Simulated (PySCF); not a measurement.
A structure optimised at PBE-D3(BJ)/def2-SVP, used in a PySCF frequency run:

```xyz
12

C      2.7304    -0.4537    -0.6727
C      1.7014    -0.3649    -0.0143
C      0.4151    -0.2182     0.6517
N     -0.1990    -1.5069     1.0345
Si    -0.6942     0.7745    -0.5511
F     -2.1856     0.8121     0.1530
H      3.6574    -0.5382    -1.2221
H      0.5564     0.3891     1.5759
H     -0.2906    -2.1016     0.1991
H     -1.1587    -1.3281     1.3621
H     -0.8121     0.0043    -1.8331
H     -0.2516     2.1918    -0.7736
```

Question: Write its SMILES and formula.

Answer: C#C[C@H](N)[SiH2]F, C₃H₆FNSi

Question: What are its rotational constants (standard atomic weights)?

Answer: 5.1910, 1.7891, 1.4130 GHz
